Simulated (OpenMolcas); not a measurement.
# Ionisation energies of neon

```yaml
Program: OpenMolcas 26.06
Basis: ANO-RCC [8s7p4d3f2g]
Scalar_Hamiltonian: DKH2, point nucleus
Spin-orbit_coupling: state interaction with AMFI integrals over the reference wave functions, term energies averaged over their components
```

Active shells in each charge state: the valence s, p shells, with orbitals averaged over the low states. Where CASPT2's correlated closed shells are named, they are those of the first ion.

A. CASSCF
B. SS-CASPT2, IPEA 0.25 Eh, imaginary shift 0.1 Eh (closed shells correlated: 1s)
C. SS-CASPT2, IPEA 0.25 Eh, imaginary shift 0.1 Eh (closed shells correlated: none)
D. SS-CASPT2, IPEA 0 Eh, imaginary shift 0.1 Eh (closed shells correlated: 1s)

Energies in eV between the lowest computed levels, named as in B; reference values from the NIST Atomic Spectra Database with their kind.

```json
{"From": "Ne4+ 2s² 2p² ³P₀", "To": "Ne5+ 2s² 2p ²P°_1/2", "A": "124.997", "B": "126.174", "C": "126.088", "D": "126.208", "Spin-orbit share in B": "-0.010", "Reference": "126.247 (measured)"}
{"From": "Ne5+ 2s² 2p ²P°_1/2", "To": "Ne6+ 2s² ¹S₀", "A": "156.565", "B": "157.782", "C": "157.676", "D": "157.813", "Spin-orbit share in B": "+0.104", "Reference": "157.934 (measured)"}
{"From": "Ne6+ 2s² ¹S₀", "To": "Ne7+ 2s ²S_1/2", "A": "207.134", "B": "207.235", "C": "207.224", "D": "207.235", "Spin-orbit share in B": "+0.000", "Reference": "207.271 (measured)"}
{"From": "Ne7+ 2s ²S_1/2", "To": "Ne8+ 1s² ¹S₀", "A": "238.973", "B": "239.078", "C": "238.973", "D": "239.079", "Spin-orbit share in B": "+0.000", "Reference": "239.097 (semi-empirical)"}
```

Steps that some method lacks are left out, and so are those with a state whose active s or d shell is doubly occupied in every root (s and p with five to eight electrons, d10) over a frozen core shell of the same l, since the two then mix freely.

Error against the reference values, in %:

```tsv
From	Reference	A	B	C	D
Ne4+	measured	-1.0	-0.1	-0.1	0
Ne5+	measured	-0.9	-0.1	-0.2	-0.1
Ne6+	measured	-0.1	0	0	0
Ne7+	semi-empirical	-0.1	0	-0.1	0
```

Mean absolute error over the 3 measured values: A 0.92 eV, B 0.09 eV, C 0.15 eV, D 0.07 eV. D lies closest.

° marks odd parity.
